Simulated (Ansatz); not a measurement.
Ansatz (a first-principles code) input (CCSD(T)/aug-cc-pVDZ):

Ansatz 0.2 input:
```yaml
crystal:
  periodic: [false, false, false]
  atoms:
    - {symbol: C, position_ang: [2.04462694, -0.26072727, -0.21603242]}
    - {symbol: Ge, position_ang: [-0.15724514, 0.02005163, 0.01661430]}
    - {symbol: O, position_ang: [-0.75728358, -0.82430760, -1.37375572]}
    - {symbol: O, position_ang: [-0.28633018, 1.74863104, -0.02169603]}
    - {symbol: O, position_ang: [-0.43684576, -0.73553782, 1.55187503]}
    - {symbol: H, position_ang: [2.13849568, -0.02967920, -1.27269705]}
    - {symbol: H, position_ang: [2.39070240, 0.48530163, 0.49277458]}
    - {symbol: H, position_ang: [2.11873970, -1.30335590, 0.07751068]}
    - {symbol: H, position_ang: [-1.05118875, -1.73869048, -1.23760912]}
    - {symbol: H, position_ang: [-0.51661491, 2.15171939, -0.87345945]}
    - {symbol: H, position_ang: [-0.47237492, -0.15286888, 2.32663099]}
basis:
  gaussian:
    orbitals: aug-cc-pVDZ
total_charge: 1
magnetization: {spin_polarized: true, initial_magnetization: 1}
correlation: {method: ccsd_t, electrons: outside_noble_gas}
output: {forces: true}
```

Output:

```
Functional definition: HF
integrals: 1.26 GiB planned
1805 factors; integrals over basis functions are off by at most 7.9e-4 eV
mean field: 1.29 GiB planned
mean field evaluation 1: about -63694.8102 eV, gradient 5.1e1 eV
mean field evaluation 2: about -63694.8122 eV, gradient 5.1e1 eV
mean field evaluation 4: about -63704.0875 eV, gradient 3.2e0 eV
mean field evaluation 8: about -63704.1862 eV, gradient 1.7e-1 eV
mean field evaluation 16: about -63704.1697 eV, gradient 9.0e-1 eV
mean field -63704.18696070 eV, -2341.0856905568 hartree, gradient 2.0e-6 eV, S^2 0.762287; 0 other end points of the search recorded, 0 dependent functions left out
18 core orbitals not correlated
reference -63704.18696070 eV, -2341.0856905568 hartree; 16, 15 occupied and 148, 149 virtual orbitals, 1805 factors
densities: 5.95 GiB planned
second order -22.66004049 eV of doubles, -0.00000000 eV of singles
coupled cluster: 5.11 GiB planned
cycle   1  -22.78050341 eV  change   -1.2e-1 eV  update   1.3e-1
cycle   2  -23.36522338 eV  change   -5.8e-1 eV  update   4.0e-2
cycle   3  -23.55053481 eV  change   -1.9e-1 eV  update   2.7e-2
cycle   4  -23.55668459 eV  change   -6.1e-3 eV  update   1.0e-2
cycle   5  -23.55154792 eV  change    5.1e-3 eV  update   6.9e-3
cycle   6  -23.55521289 eV  change   -3.7e-3 eV  update   2.9e-3
cycle   7  -23.55585209 eV  change   -6.4e-4 eV  update   1.2e-3
cycle   8  -23.55574898 eV  change    1.0e-4 eV  update   3.6e-4
cycle   9  -23.55589433 eV  change   -1.5e-4 eV  update   1.4e-4
cycle  10  -23.55586343 eV  change    3.1e-5 eV  update   5.4e-5
cycle  11  -23.55584900 eV  change    1.4e-5 eV  update   2.2e-5
cycle  12  -23.55587392 eV  change   -2.5e-5 eV  update   1.1e-5
cycle  13  -23.55587073 eV  change    3.2e-6 eV  update   5.1e-6
cycle  14  -23.55587429 eV  change   -3.6e-6 eV  update   2.4e-6
perturbative correction -0.74210490 eV, -0.0272718521 hartree
the calculation of the forces begins
Total energy: -63728.48493988 eV, -2341.9786248222 hartree
Atom 0 at     2.044627    -0.260727    -0.216032 Å, force     0.247016    -0.031499    -0.026099 eV/Å
Atom 1 at    -0.157245     0.020052     0.016614 Å, force    -0.418658     0.053385     0.044235 eV/Å
Atom 2 at    -0.757284    -0.824308    -1.373756 Å, force     0.004116    -0.109864    -0.458246 eV/Å
Atom 3 at    -0.286330     1.748631    -0.021696 Å, force     0.135101     0.433693     0.125440 eV/Å
Atom 4 at    -0.436846    -0.735538     1.551875 Å, force     0.055085    -0.348605     0.312277 eV/Å
Atom 5 at     2.138496    -0.029679    -1.272697 Å, force    -0.022124     0.129926    -0.526882 eV/Å
Atom 6 at     2.390702     0.485302     0.492775 Å, force     0.104981     0.384036     0.369419 eV/Å
Atom 7 at     2.118740    -1.303356     0.077511 Å, force    -0.033284    -0.520283     0.152226 eV/Å
Atom 8 at    -1.051189    -1.738690    -1.237609 Å, force    -0.039213    -0.145377     0.038456 eV/Å
Atom 9 at    -0.516615     2.151719    -0.873459 Å, force    -0.033823     0.047978    -0.143893 eV/Å
Atom 10 at    -0.472375    -0.152869     2.326631 Å, force     0.000803     0.106610     0.113069 eV/Å
Dipole moment:     0.527631    -0.067283    -0.055749 e Å
```
